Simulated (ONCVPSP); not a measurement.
# Which setting gave this result? (H (Z = 1), ONCV)

Base potential:

```
Element                 : hydrogen (H)
Generator               : ONCVPSP 4.0.1
Type                    : optimised norm-conserving Vanderbilt (ONCV)
Functional              : PBEsol
Relativity              : fully relativistic
Frozen core             : none
Valence charge          : 1
Reference configuration : 1s0.5 (charge +0.5)
Partial waves           : 1s: rc 1.35 bohr, ncon 4, nbas 7, qcut 10 1/bohr, 2 projectors, debl 2.6 Ha; p scattering state at 0.04 Ha: rc 1.40 bohr, ncon 4, nbas 7, qcut 5.7 1/bohr, 3 projectors, debl 2.1 Ha
Local potential         : polynomial inside 1.30 bohr (lpopt 5, dvloc0 -1 Ha)
Core correction         : none
```

Open shells are filled in proportion to 2j + 1.

Cutoffs, loose and tight: the cutoffs (Ha) at which the residual kinetic energy of the hardest occupied pseudo-wave falls to 1 and 0.1 mHa per electron. They do not see the model core or the augmentation charge, which bear on the density cutoff. Test errors are all-electron minus pseudo excitation energies from the reference, over the configurations 1s1; variants that change the core or the reference have their own tests.

Only the s radius is moved:

```
s radius (bohr)  cutoff, loose  cutoff, tight  bound ghosts
           0.96          23 Ha          35 Ha          none
           1.06          22 Ha          32 Ha          none
           1.16          20 Ha          30 Ha          none
           1.48          17 Ha          24 Ha          none
            1.6          15 Ha          22 Ha          none
           1.68          15 Ha          21 Ha          none
            1.8          14 Ha          20 Ha          none
           1.94          12 Ha          16 Ha          none
```

Q: One more run gave cutoff, loose: 18 Ha; cutoff, tight: 26 Ha; bound ghosts: none. Which value of the s radius was used?

A: 1.34 bohr. The tight cutoff moves one way along this sweep, from 35 Ha at 0.96 to 16 Ha at 1.94 bohr, which places the run between 1.16 and 1.48 bohr.
